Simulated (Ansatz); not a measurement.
Input for Ansatz (an electronic-structure program): R-wB97M-V/def2-TZVPP on GeH4Si (SMILES [SiH3][GeH]), a point of a torsion scan.

Ansatz 0.2 input:
```yaml
crystal:
  periodic: [false, false, false]
  atoms:
    - {symbol: Si, position_ang: [-0.56521298, 0.04595257, 0.00320780]}
    - {symbol: Ge, position_ang: [1.66261923, 0.95842878, -0.09110357]}
    - {symbol: H, position_ang: [-0.85665265, -0.74292036, 1.20978861]}
    - {symbol: H, position_ang: [-1.59331120, 1.10442920, -0.00807823]}
    - {symbol: H, position_ang: [-0.91361462, -0.82339869, -1.13115688]}
    - {symbol: H, position_ang: [2.26569601, -0.54466634, -0.02365825]}
basis:
  gaussian:
    orbitals: def2-TZVPP
hamiltonian:
  xc: {name: wB97M-V}
scf: {lower_state_search: off}
```

**Question.** Give the final energy of this run.

**Answer.** -2368.7019 hartree.

**Question.** How many basis functions does it have, and what does it roughly cost on one machine?

**Answer.** 146 functions; roughly 8 core-seconds.
